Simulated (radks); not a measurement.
Question: The mean radii <r> (bohr) of the occupied orbitals of an atom or ion are listed with their occupations. All-electron calculation, scalar-relativistic Kohn-Sham, SCAN, spin-polarised, spherical densities, finite nucleus; meta-GGA in the generalised Kohn-Sham scheme; Fermi nuclear charge, rms radius of each element as measured or else 0.836 A^(1/3) + 0.57 fm. Program: a radial shooting solver on a logarithmic mesh with Libxc functionals.

| orbital | occ. | <r> |
|---|---|---|
| 1s up | 1 | 0.06959 |
| 1s down | 1 | 0.06958 |
| 2s up | 1 | 0.3215 |
| 2s down | 1 | 0.3214 |
| 2p up | 3 | 0.2865 |
| 2p down | 3 | 0.2864 |
| 3s up | 1 | 0.8821 |
| 3s down | 1 | 0.8849 |
| 3p up | 1 | 0.8929 |

Name the element and its charge. Open shells, if any, are filled with parallel spins first.

Answer: Z = 22, titanium, charge +9: Ti9+ in [Ne] 3s2 3p1. The 1s radius gives Z: for a bare nucleus <r> = (2 gamma + 1)/(2Z) with gamma = sqrt(1 - (Z/c)^2), 0.06759 bohr for Z = 22, and screening makes it slightly larger (0.06959 here). The occupations add up to 13, and the charge is Z minus that.
